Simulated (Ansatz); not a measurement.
Cost and result for the atomization energy of C₂H₃F₃Se, SMILES `C[Se]C(F)(F)F` (9 atoms, 8 bonds).

Cartesian coordinates in Å:
```
C -1.083 0.935 0.340
Se -0.945 -0.802 -0.515
C 0.996 -0.934 -0.351
F 1.633 0.053 -0.986
F 1.392 -2.089 -0.882
F 1.407 -0.901 0.920
H -2.145 1.180 0.343
H -0.538 1.680 -0.234
H -0.718 0.879 1.364
```

The species carries charge 0 and has multiplicity 1. Correlated methods include outer-core shells of Se, which these sets cover unevenly. Scalar relativity is left out up to krypton. Geometry: relaxed with PBE0-D4/def2-TZVP. Program: Ansatz. All runs use 4 threads of a server CPU on a shared host. Times are those of one run each, without the atoms' runs, and a repeat can differ threefold. Electronic energies, without spin–orbit coupling; frozen cores. CCSD(T)/CBS adds CCSD(T) − MP2 in def2-TZVPP to the MP2 limit, and its time is that of the two runs behind it. T1 = 0.011. With those shells the extrapolation isn't a true limit. B3LYP takes the VWN-RPA correlation (the form of Gaussian; ORCA's B3LYP/G). HSE06 is the plane-wave form, built on full-range PBE exchange.

CCSD(T)/CBS is a level of theory with its own doubt, some kJ/mol a heavy atom from the limit and from the frozen cores, so smaller differences don't rank the functionals.

```
                            level  functions  wall time
           LDA (SPW92)/def2-TZVPP        245      1.5 s
             revPBE-D4/def2-TZVPP        245      1.9 s
              BHLYP-D4/def2-TZVPP        245      3.2 s
              HSE06-D4/def2-TZVPP        245      3.5 s
          CAM-B3LYP-D4/def2-TZVPP        245      3.9 s
B3LYP-D4/def2-TZVPP (with forces)        245      5.5 s
                B2PLYP/def2-TZVPP        245        6 s
              PBE-QIDH/def2-TZVPP        245        6 s
               ωB97X-V/def2-TZVPP        245      7.5 s
                 CCSD(T)/def2-SVP        117       14 s
                   MP2/def2-QZVPP        464       25 s
               CCSD(T)/def2-TZVPP        245    4.1 min
                CCSD(T)/CBS(def2)          –    4.5 min
```

Task: What atomization energy does each give, and how far from CCSD(T)/CBS? (An estimate is asked.)

Result: Ansatz gave: 
```csv
level,atomization (kJ/mol),difference from CCSD(T)/CBS,per bond
LDA (SPW92)/def2-TZVPP,3978.3,671.0,83.9
revPBE-D4/def2-TZVPP,3322.5,15.2,1.9
BHLYP-D4/def2-TZVPP,3125.4,-181.9,-22.7
HSE06-D4/def2-TZVPP,3328.5,21.2,2.6
CAM-B3LYP-D4/def2-TZVPP,3315.9,8.6,1.1
B3LYP-D4/def2-TZVPP (with forces),3285.6,-21.7,-2.7
B2PLYP/def2-TZVPP,3258.9,-48.4,-6.0
PBE-QIDH/def2-TZVPP,3282.4,-24.9,-3.1
ωB97X-V/def2-TZVPP,3319.8,12.5,1.6
CCSD(T)/def2-SVP,3111.3,-196.0,-24.5
MP2/def2-QZVPP,3381.6,74.3,9.3
CCSD(T)/def2-TZVPP,3211.8,-95.5,-11.9
CCSD(T)/CBS(def2),3307.3,0.0,0.0
```

At CCSD(T), def2-SVP lies −196.0 kJ/mol from the extrapolated value and def2-TZVPP −95.5 kJ/mol: correlation converges slowly with the basis, and small sets miss more of it in the bonded molecule than in its fragments. The D4 term adds +30.4 kJ/mol with B3LYP and +15.7 kJ/mol with PBE0; it sums over pairs of atoms, weighted by their polarisabilities, and B3LYP, whose exchange is more repulsive, gets the larger term. Leaving LDA and LC-ωPBE aside and taking each functional with its dispersion term where it has one, the values, not all of them listed here, spread over 318.9 kJ/mol, from BHLYP-D4 to PBE-D4. LDA lies +552.7 kJ/mol from PBE without D4, its usual overbinding.
